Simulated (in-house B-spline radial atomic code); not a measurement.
Inner-shell binding energies (edges) and X-ray emission energies of free atoms and ions, as differences of relaxed hole-state energies with first-order Breit, QED and recoil terms, without correlation or multiplet splittings, in NIST's listed ground configurations. For neutral atoms such line energies lie within some 1 to 5 eV of tabulated X-ray lines (up to 20 eV for the heaviest). Removing outer electrons raises all edges nearly alike, so lines move far less than edges. K = 1s, L1 = 2s. A dash marks a subshell that is part filled or wasn't run, or a line left out. Computed with a B-spline radial code for spherical atoms: Dirac-Hartree-Fock, average of the configuration, finite nuclei.

```tsv
ion	configuration	K edge (eV)	L1 edge (eV)
Ne	[He] 2s2 2p6	869.32	49.435
Ne+	[He] 2s2 2p5	?	?
Ne2+	[He] 2s2 2p4	927.13	91.172
Ne3+	[He] 2s2 2p3	?	?
Ne4+	[He] 2s2 2p2	1004.15	142.89
Ne5+	[He] 2s2 2p1	1049.5	172.22
Ne6+	[He] 2s2	1099.27	203.79
```

Question: Fill in the row of Ne+.

Answer: K edge (eV): 895.72; L1 edge (eV): 68.966.

Question: Fill in the row of Ne3+.

Answer: K edge (eV): 963.32; L1 edge (eV): 115.85.
